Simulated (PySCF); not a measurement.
## Computed spin Hamiltonian

Compound: C3H11OSi3 (doublet state).
Z-matrix (Å and degrees, GFN2-xTB geometry), rows numbered from 1:
```
Si
O   1  1.6118
Si  2  1.6318  1  161.17
Si  3  2.3267  2  104.55  1  -108.84
C   3  1.8288  2  110.70  1    14.55
C   5  1.4752  3  139.46  2   -63.52
C   5  1.4736  3  137.36  2  -163.85
H   1  1.4624  2  104.75  3   140.57
H   1  1.4608  2  107.35  3   -99.66
H   1  1.4624  2  108.61  3    21.08
H   3  1.4695  2  103.58  1   130.54
H   4  1.4685  3  108.98  2   178.31
H   4  1.4676  3  114.76  2   -62.18
H   4  1.4686  3  113.29  2    60.11
H   6  1.0838  5  119.50  7   108.60
H   6  1.0830  5  118.24  7  -107.53
H   7  1.0840  5  119.30  6  -108.85
H   7  1.0827  5  118.30  6   107.55
```

The hyperfine couplings belong to this conformer and change with its torsions.

The species is `[C]1(CC1)[Si@H]([SiH3])O[SiH3]` [radical].

Theory: UKS B3LYP, pcH-1 on C H O Si, non-relativistic, mean-field spin-orbit, GIAO in PySCF. The structure is a single GFN2-xTB conformer in the gas phase; no vibrational or solvent corrections. GFN2-xTB frequencies show an imaginary mode (28i cm⁻¹), so this geometry is no minimum at that level. A GFN2-xTB geometry isn't a minimum of the functional, and hyperfine couplings can be far from their values at a DFT geometry. No stability test was run, so a lower SCF solution isn't excluded.

```
g1, g2, g3                      : 2.00204, 2.00301, 2.00311
g_iso                           : 2.00272
Form of g                       : close to axial: the two nearest values differ by 9 % of g3 − g1
⟨S²⟩                            : 0.7538 (exact 0.7500)
α and β electrons               : 40, 39
HOMO–LUMO gap, α and β orbitals : 5.77, 5.02 eV
```

Hyperfine couplings atom by atom, in mT; T1 to T3 are the principal values of the dipolar part (MHz turned into mT with g_iso):

```tsv
atom	isotope	a_iso	of which spin–orbit	T1	T2	T3	Mulliken spin population
Si1	29Si	0.00	0.00	-0.02	0.01	0.01	0.00
O2	17O	-0.07	0.00	-0.02	0.01	0.01	0.00
Si3	29Si	0.97	0.00	-0.22	0.02	0.19	-0.02
Si4	29Si	-2.34	0.00	-0.50	0.23	0.27	0.06
C5	13C	6.42	0.00	-2.60	-2.45	5.05	0.92
C6	13C	-0.72	0.00	-0.14	0.01	0.13	-0.05
C7	13C	-0.79	0.00	-0.13	0.02	0.12	-0.05
H8	1H	0.00	0.00	-0.02	-0.02	0.04	0.00
H9	1H	0.00	0.00	-0.03	-0.03	0.05	0.00
H10	1H	0.00	0.00	-0.04	-0.04	0.08	0.00
H11	1H	0.78	0.00	-0.13	-0.08	0.21	0.01
H12	1H	-0.12	0.00	-0.06	-0.03	0.09	0.00
H13	1H	0.73	0.00	-0.05	-0.01	0.07	0.01
H14	1H	-0.04	0.00	-0.06	-0.03	0.08	0.00
H15	1H	2.33	0.00	-0.16	-0.08	0.25	0.03
H16	1H	2.86	0.00	-0.20	-0.14	0.33	0.03
H17	1H	2.25	0.00	-0.16	-0.09	0.25	0.03
H18	1H	3.06	0.00	-0.19	-0.14	0.32	0.03
```

The largest Mulliken spin population is on C5 (+0.92). The angles at C5 add up to 338.1°, so it is pyramidal.

Axes: g2 points within 2° of the Si3–C5 bond.

Under fast tumbling the dipolar parts average out, and these isotropic splittings remain: 2 × 1H (H15/H18, I = 1/2, 3 lines) with 2.69 mT, 2 × 1H (H16/H17, I = 1/2, 3 lines) with 2.55 mT, 1 × 1H (H11, I = 1/2, 2 lines) with 0.78 mT and 3 × 1H (H12/H13/H14, I = 1/2, 4 lines) with 0.19 mT.

Class means assume fast exchange of nuclei equivalent by connectivity; if that motion is slow, each nucleus keeps its own coupling. The three 1H nuclei of mean +5.3 MHz run from -3.5 to 20.4 MHz in the frozen geometry. The 1H value of +75.5 MHz is a mean of couplings from 65.3 to 85.7 MHz in this one geometry, not an average over conformers. The 1H value of +71.6 MHz is a mean of couplings from 63.0 to 80.1 MHz in this one geometry, not an average over conformers.

The 13C coupling of C5 (180.0 MHz) shows only in satellite lines or after enrichment, since that isotope makes up about 1.07 % of natural carbon.

The 29Si coupling of Si4 (-65.6 MHz) shows only in satellite lines or after enrichment, since that isotope makes up about 4.7 % of natural silicon.
